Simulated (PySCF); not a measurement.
H7Si3, SMILES [SiH2][SiH2][SiH3], multiplicity 2. Atoms are numbered in the order given.

```xyz
10

Si     1.8818     0.5422     0.0858
Si     0.0736    -0.8261    -0.4056
Si    -1.8394     0.2639     0.3686
H      3.2195     0.0175    -0.3211
H      1.7055     1.9406    -0.4099
H     -0.0454    -1.0893    -1.8741
H      0.2450    -2.1334     0.2957
H     -3.0746    -0.5173     0.0669
H     -1.9402     1.6024    -0.2854
H     -1.7340     0.4597     1.8445
```
Charge 0, spin multiplicity 2.

Coordinates come from a ωB97X-D3(BJ)/def2-SVP optimisation. The isomer is the one that the SMILES or the coordinates give; other isomers of the formula were not compared.

All values below come from M06-2X/def2-TZVPD (PySCF).

Mulliken values depend strongly on the basis, most of all with diffuse functions as here. ESP charges are fitted to the potential on shells at 1.4 to 2.0 van der Waals radii. Atomic charges (e):

| atom | ESP fit | meta-Löwdin | Mulliken spin |
|---|---|---|---|
| Si1 | … | 0.12 | 0.82 |
| Si2 | … | 0.14 | 0.05 |
| Si3 | 0.08 | 0.25 | 0.00 |
| H4 | 0.00 | -0.06 | 0.05 |
| H5 | 0.00 | -0.07 | 0.04 |
| H6 | -0.03 | -0.07 | 0.03 |
| H7 | -0.02 | -0.07 | 0.00 |
| H8 | … | -0.08 | 0.00 |
| H9 | … | -0.08 | 0.00 |
| H10 | … | -0.08 | 0.01 |

Q: Some entries are withheld; supply them. (Estimate from the structure and the level; the computed values follow.)

A: 
- Si1, ESP fit: -0.03
- Si2, ESP fit: 0.09
- H8, ESP fit: -0.03
- H9, ESP fit: -0.03
- H10, ESP fit: -0.03
